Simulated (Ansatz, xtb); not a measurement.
# Relative energy of two isomers of C6H10F+

Structure I: `CC[C+](C)/C=C/F`, a singlet. Structure II: `C[C+]1CCC[C@@H]1F`, a singlet. Both are isolated ions in the gas phase, relaxed with B3LYP-D3(BJ)/def2-SVP; the shapes shown needn't be the lowest conformers.

I (Å):

```xyz
17

C    -0.3331    1.2953    2.0602
C     0.4844    1.8742    0.8656
C     0.3768    0.9552   -0.2919
C    -0.6892    1.2271   -1.2806
C     1.2699   -0.1310   -0.3592
C     1.2267   -1.0766   -1.3504
F     2.0754   -2.0431   -1.3690
H    -0.2547    2.0006    2.8995
H    -1.3955    1.1802    1.8021
H     0.0616    0.3222    2.3849
H     0.0854    2.8656    0.6052
H     1.5359    1.9781    1.1748
H    -0.4146    2.1572   -1.8160
H    -0.8769    0.4390   -2.0177
H    -1.6270    1.4715   -0.7529
H     2.0466   -0.2388    0.4038
H     0.5123   -1.1066   -2.1813
```

II (Å):

```xyz
17

C    -1.8680   -0.4394    2.5339
C    -0.6394   -0.3680    1.7667
C     0.7203   -0.1660    2.2570
C     1.6423   -0.1615    1.0198
C     0.7038    0.2968   -0.1102
C    -0.6015   -0.4129    0.2926
F    -1.7471   -0.0514   -0.3220
H    -2.4873    0.4322    2.2274
H    -2.4750   -1.2973    2.1840
H    -1.7295   -0.4589    3.6212
H     0.6275    0.8736    2.6674
H     0.9937   -0.7695    3.1398
H     2.0138   -1.1810    0.8287
H     2.5163    0.4879    1.1518
H     1.0303    0.0091   -1.1169
H     0.5401    1.3867   -0.0940
H    -0.4253   -1.5145    0.1405
```

Task: Which of the two would you expect CCSD(T)/def2-SVP + ΔMP2/def2-TZVPP electronic energies to favour?

Result: Too close to call at this level: CCSD(T)/def2-SVP + ΔMP2/def2-TZVPP gives E(II) − E(I) = −4.13 kJ/mol.

How the difference moves with the method:

| level | geometry | E(II) − E(I) (kJ/mol) | departure from the last row (kJ/mol) | job, with rough time for the two |
| --- | --- | --- | --- | --- |
| GFN2-xTB | GFN2-xTB | −68.14 | −64.01 | optimisation, 0.8 s |
| HF/STO-3G | GFN2-xTB | −66.00 | −61.87 | single point, 1.1 s |
| r2SCAN-D4/def2-SVP | GFN2-xTB | −9.14 | −5.02 | single point, 7.8 s |
| B3LYP-D3(BJ)/def2-SVP | B3LYP-D3(BJ)/def2-SVP | +2.98 | +7.10 | optimisation, 2.3 min |
| HF/def2-SVP | B3LYP-D3(BJ)/def2-SVP | −2.75 | +1.37 | part of the CCSD(T) run |
| MP2/def2-SVP | B3LYP-D3(BJ)/def2-SVP | −1.98 | +2.15 | part of the CCSD(T) run |
| CCSD(T)/def2-SVP | B3LYP-D3(BJ)/def2-SVP | −2.26 | +1.87 | single point |
| CCSD(T)/def2-SVP + ΔMP2/def2-TZVPP | B3LYP-D3(BJ)/def2-SVP | −4.13 |  | single point, 2.5 min |

As drawn, II has 2 C–C in place of 1 C=C. Structure I has no ring, II a 5-membered ring.

The largest departure from CCSD(T)/def2-SVP + ΔMP2/def2-TZVPP is that of GFN2-xTB, 64.01 kJ/mol. The last row adds to CCSD(T) the change of the MP2 difference between the two basis sets, here −1.87 kJ/mol.

With thermal terms from frequencies at re-optimised GFN2-xTB minima (ideal gas, soft modes damped towards free rotors, one conformer each, 298.15 K, 1 atm): the zero-point term adds +1.45 kJ/mol; ΔH is −6.80 and ΔG +3.87 kJ/mol.

The correlated steps freeze 7 core orbitals. Mirror images aren't counted in ΔG. Codes used: Ansatz 0.2.0, xtb 6.7.1; the last row on 2 threads of Intel(R) Xeon(R) Processor @ 2.70GHz on a shared host.
